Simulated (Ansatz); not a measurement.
Consider the ligand exchange at the Si–C bond: `C#C/C=C\[SiH3]` + `[AsH3]` → `[SiH3][AsH2]` + `C#CC=C`.

Gas-phase electronic energies from Ansatz, PBE0-D4/def2-TZVP geometries. CBS: MP2 limit from def2 TZ/QZ plus the TZ coupled-cluster correction, frozen cores. DFT in def2-TZVPP. B3LYP here is the variant with VWN-RPA as its local correlation; programs differ in this. For As outer-core shells are correlated without core-valence functions, which leaves a few kJ/mol of doubt a bond. Scalar relativity is left out up to krypton.

`C#C/C=C\[SiH3]`:

```xyz
11

C     0.845    1.986    1.241
C     0.121    1.522    0.398
C    -0.730    0.972   -0.593
C    -0.780   -0.336   -0.878
Si    0.262   -1.624   -0.014
H     1.486    2.393    1.986
H    -1.358    1.683   -1.126
H    -1.471   -0.645   -1.658
H     1.709   -1.341   -0.199
H    -0.037   -1.654    1.441
H    -0.049   -2.955   -0.598
```

`[AsH3]`:

Cartesian coordinates in Å:
```
As -0.269 -0.566 0.107
H -0.154 0.071 -1.270
H -0.758 0.735 0.726
H 1.180 -0.241 0.437
```

`[SiH3][AsH2]`:

Z-matrix (Å, degrees):
```
Si
As 1 2.365
H 1 1.486 2 113.4
H 1 1.486 2 108.2 3 -121.1
H 1 1.486 2 108.2 3 121.1
H 2 1.523 1 92.0 3 -46.4
H 2 1.523 1 92.0 3 45.8
```

`C#CC=C`:

Cartesian coordinates in Å:
```
C -0.557 1.015 1.774
C -0.056 0.407 0.865
C 0.566 -0.315 -0.185
C -0.016 -0.592 -1.350
H -1.007 1.555 2.573
H 1.583 -0.650 0.004
H 0.513 -1.148 -2.114
H -1.028 -0.272 -1.567
```

| level | ΔE (kJ/mol) |
| --- | --- |
| ωB97M-V | -29.3 |
| B3LYP | -33.9 |
| HF/def2-TZVPP | -33.2 |
| CCSD/def2-TZVPP | -30.4 |

Problem. What does CCSD(T)/CBS give? (An estimate is asked.)

Solution. Computed: -31.7 kJ/mol. The listed levels differ from it by 2.4, -2.2, -1.5, 1.3 kJ/mol.

Largest T1 diagnostic among the species: 0.012.

In def2-TZVPP, CCSD(T) changes the Hartree–Fock value by +3.8 kJ/mol (the triples alone add +1.1 kJ/mol) and MP2 by +4.6 kJ/mol. The D4 term adds +4.2 kJ/mol with B3LYP and +2.5 kJ/mol with PBE0; it sums over pairs of atoms, weighted by their polarisabilities, and B3LYP, whose exchange is more repulsive, gets the larger term.
